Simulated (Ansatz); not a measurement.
Reaction (formal hydrolysis of the Si–N bond): `B[SiH2]N[SiH2]F` + H₂O → `B[SiH2]O` + `N[SiH2]F`

Program: Ansatz. Geometries: PBE0-D4/def2-TZVP. ΔE: electronic, gas phase. CCSD(T)/CBS adds triple-zeta CCSD(T) − MP2 to the extrapolated MP2 energy (def2 sets, frozen cores). This one scheme is used for every species. Functionals use def2-TZVPP. B3LYP here is the variant with VWN-RPA as its local correlation; programs differ in this. Each species was taken in one conformer, which may not be the lowest.

CCSD(T)/CBS gives -0.34 eV.

**Question.** Another level gave -0.39 eV. Which?
A. B3LYP-D4/def2-TZVPP
B. CCSD(T)/def2-TZVPP
C. BHLYP/def2-TZVPP
D. B2PLYP/def2-TZVPP

**Answer.** A. B3LYP-D4 -0.39, CCSD(T)/def2-TZVPP -0.35, B2PLYP -0.46, BHLYP -0.54 eV.

Largest T1 diagnostic among the species: 0.012.

At CCSD(T), def2-SVP lies +0.12 eV from the extrapolated value and def2-TZVPP −0.01 eV. The D4 term adds +0.15 eV with B3LYP and +0.08 eV with PBE0; it sums over pairs of atoms, weighted by their polarisabilities, and B3LYP, whose exchange is more repulsive, gets the larger term. Leaving LDA and LC-ωPBE aside and taking each functional with its dispersion term where it has one, the values, not all of them listed here, spread over 0.19 eV, from B2PLYP to revPBE-D4. LDA lies +0.20 eV from PBE without D4.
